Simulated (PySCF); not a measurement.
Br₂Ge, charge -1, doublet, geometry from GFN2-xTB (a state made from the parent by changing its charge; the spin is typed, not shown lowest) (in this run its highest filled SCF level lies above zero, so its values depend strongly on the basis, on diffuse functions most of all), atoms displaced at random by about 0.08 Å a coordinate; HF/STO-3G, gradient (PySCF).

Input for PySCF:
```python
from pyscf import gto, scf

mol = gto.M(
    atom='''
Ge   -0.13151253    0.08184037    1.00337233
Br    1.02771490   -1.65753154   -0.59195914
Br   -1.16300456    1.80970553   -0.36858451
''',
    basis='sto-3g',
    charge=-1,
    spin=1,
    verbose=4,
)

mf = scf.UHF(mol)
mf.kernel()
g = mf.nuc_grad_method()
grad = g.kernel()
```

**Question.** Write the output that PySCF gives for this input, abridged.

**Answer.** 
```
PySCF version 2.14.0

[INPUT] verbose = 4
[INPUT] num. atoms = 3
[INPUT] num. electrons = 103
[INPUT] charge = -1
[INPUT] spin (= nelec alpha-beta = 2S) = 1
[INPUT] symmetry False subgroup None
[INPUT] Mole.unit = angstrom
[INPUT] Symbol           X                Y                Z      unit          X                Y                Z       unit  Magmom
[INPUT]  1 Ge    -0.131512530000   0.081840370000   1.003372330000 AA   -0.248522663649   0.154655885233   1.896098904667 Bohr   0.0
[INPUT]  2 Br     1.027714900000  -1.657531540000  -0.591959140000 AA    1.942099695135  -3.132280653429  -1.118640651533 Bohr   0.0
[INPUT]  3 Br    -1.163004560000   1.809705530000  -0.368584510000 AA   -2.197760100020   3.419847817811  -0.696523777657 Bohr   0.0

nuclear repulsion = 626.565383877474
number of shells = 24
number of NR pGTOs = 162
number of NR cGTOs = 54
basis = sto-3g
ecp = {}

******** <class 'pyscf.scf.uhf.UHF'> ********
method = UHF
initial guess = minao
damping factor = 0
level_shift factor = 0
DIIS = <class 'pyscf.scf.diis.CDIIS'>
diis_start_cycle = 1
diis_space = 8
diis_damp = 0
SCF conv_tol = 1e-09
SCF conv_tol_grad = None
SCF max_cycles = 50
direct_scf = True
direct_scf_tol = 1e-13
number electrons alpha = 52  beta = 51
Set gradient conv threshold to 3.16228e-05
init E= -7130.39282065745

cycle= 1 E= -7141.01599295525  delta_E= -10.6  |g|= 0.193  |ddm|= 1.63
cycle= 2 E= -7141.04499316759  delta_E= -0.029  |g|= 0.0317  |ddm|= 0.408
cycle= 3 E= -7141.04706849547  delta_E= -0.00208  |g|= 0.0109  |ddm|= 0.11
cycle= 4 E= -7141.04740714564  delta_E= -0.000339  |g|= 0.00294  |ddm|= 0.052
cycle= 5 E= -7141.04743054879  delta_E= -2.34e-05  |g|= 0.000806  |ddm|= 0.0136
cycle= 6 E= -7141.04743254826  delta_E= -2e-06  |g|= 0.000237  |ddm|= 0.0038
cycle= 7 E= -7141.04743279115  delta_E= -2.43e-07  |g|= 0.00011  |ddm|= 0.00141
cycle= 8 E= -7141.04743287345  delta_E= -8.23e-08  |g|= 4.11e-05  |ddm|= 0.00114
cycle= 9 E= -7141.04743288522  delta_E= -1.18e-08  |g|= 1.54e-05  |ddm|= 0.000485
cycle= 10 E= -7141.04743288655  delta_E= -1.32e-09  |g|= 3.65e-06  |ddm|= 0.000174
cycle= 11 E= -7141.04743288659  delta_E= -4.18e-11  |g|= 1.65e-06  |ddm|= 2.39e-05
Extra cycle  E= -7141.0474328866  delta_E= -7.28e-12  |g|= 1.12e-06  |ddm|= 5.9e-06
converged SCF energy = -7141.0474328866  <S^2> = 0.75605374  2S+1 = 2.0060446

******** <class 'pyscf.grad.uhf.Gradients'> for <class 'pyscf.scf.uhf.UHF'> ********
unit = Eh/Bohr
--------------- UHF gradients ---------------
         x                y                z
0 Ge    -0.0106105319     0.0157060005     0.0179283261
1 Br     0.0200489454    -0.0307576997    -0.0171307018
2 Br    -0.0094384134     0.0150516992    -0.0007976243
----------------------------------------------
```
